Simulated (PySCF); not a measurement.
Gas-phase reaction: 2 GaHCl2 + N2H2 = 2 GaCl2NH2. Level: PBE0/def2-TZVP; standard pressure 1 bar.

Computed with PySCF and rigid-rotor harmonic-oscillator thermochemistry at 1 bar. All species are closed-shell singlets. Ga: all electrons, no relativistic terms. GaHCl2, GaCl2NH2: computed as isolated molecules; such fragments, hydroxides, amides, oligomers or adducts are transient or little studied in the gas. The harmonic model lacks anharmonicity and excited electronic states, which grow with temperature; levels with a mode under 35 cm⁻¹ are left out. Soft modes under 120 cm⁻¹ make the harmonic entropy rough for GaCl2NH2.

```csv
T (K),1000/T (1/K),log10 K
1000,1.0000,12.14
1200,0.8333,?
1400,0.7143,7.22
1600,0.6250,5.69
1800,0.5556,4.52
2000,0.5000,3.58
```

Fit log10 K = a + b·(1000/T) to the five rows, get the mean ΔH° and ΔS°, and predict log10 K at 1200 K.

Means: 1000/T = 0.6790, log10 K = 6.630. Sums of products about the means: Sxy = 2.64662, Sxx = 0.154472, so b = Sxy/Sxx = 17.13 and a = 6.630 − (17.13)×0.6790 = -5.00.
ΔH° = −R ln 10 × 1000 K × b = −19.145 × (17.13) = -328 kJ; ΔS° = R ln 10 × a = -96 J/K. The run's own values go from -332 kJ and -100 J/K at 1000 K to -320 kJ and -92 J/K at 2000 K.
Prediction at 1200 K: -5.00 + (17.13)×0.8333 = 9.27. The computed value is 9.26, 0.01 from the line.
For scale, ΔH°(298 K) is -344 kJ at this level, -342 kJ at ωB97M-V/def2-TZVP†, and runs from -383 to -295 kJ over the 20 levels computed († marks an energy on the PBE0/def2-TZVP geometry).
